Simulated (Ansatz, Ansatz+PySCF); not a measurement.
```xyz
12

C     0.3865   -0.9451   -0.3602
C    -0.5576   -0.5071    0.7774
C    -0.5573    0.9118    0.1742
C     0.7284    0.5404   -0.5913
H    -0.1741   -1.3667   -1.2096
H     1.2087   -1.6350   -0.1156
H    -0.0494   -0.5300    1.7544
H    -1.5224   -1.0271    0.8803
H    -0.5214    1.7690    0.8640
H    -1.4068    1.0586   -0.5116
H     0.8351    0.8932   -1.6287
H     1.6303    0.8381   -0.0332
```

Basis set: def2-SVP (spherical functions). Correlated methods keep 4 orbitals frozen. Charge 0, multiplicity 3.

Computed with Ansatz (development build ahead of 0.2.0); each method stands on the lowest determinant of its kind that the runs found.

(1) Give the atomization energy at this shape (free ground-state atoms in the same class of orbitals less the molecule, no zero-point energy) of triplet C₄H₈ by UHF-MP2, UHF.

## Answers

(1)

```
 method  atomization energy
UHF-MP2     885.65 kcal/mol
    UHF     656.79 kcal/mol
```

Caution: another spin multiplicity may lie lower; the determinant breaks the point group. Caution for UHF-MP2: MP2 forces lie far from those of the mean fields.
